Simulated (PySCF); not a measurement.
C₃H₉Ge, doublet, geometry from GFN2-xTB of the parent state (the spin is typed, not shown lowest).

Here is a job for PySCF.
```python
from pyscf import gto, scf, dft

mol = gto.Mole()
mol.atom = '''
    C     2.24179960    0.95467985   -0.30867039
    C     1.59912706   -0.22662882    0.25093381
    C     0.60594374   -0.20521044    1.20547533
    Ge   -1.02886502   -0.15190208   -0.23707568
    H     3.30600160    0.91695911   -0.05305008
    H     1.82214256    1.88668458    0.06494793
    H     2.22196757    0.92946703   -1.40174215
    H     1.93871457   -1.18624272   -0.12979799
    H     0.38988272   -1.11917883    1.75162660
    H     0.44296562    0.71536734    1.76117375
    H    -0.86239139   -1.33011980   -1.14172615
    H    -0.87414516    1.17737129   -0.90595940
    H    -2.14267976   -0.26648479    0.75451655
'''
mol.basis = '6-31g**'
mol.spin = 1
mol.verbose = 4
mol.build()

mf = dft.UKS(mol)
mf.xc = 'camb3lyp'
mf = mf.density_fit(auxbasis='def2-universal-jkfit')
mf.kernel()
mf.analyze()
```

### Question
What does this run give for the nuclear repulsion energy, <S^2>, dipole moment, total energy?

### Answer

| Quantity | Result |
|---|---|
| nuclear repulsion energy | 262.1870 Eh |
| <S^2> | 0.758 |
| dipole moment | 0.06 D |
| total energy | -4392.808385 Ry |

These values belong to the state on which the SCF converged, which isn't shown to be the lowest.

### Question
Roughly what does it cost on one core?

### Answer
very roughly 21 core-seconds.
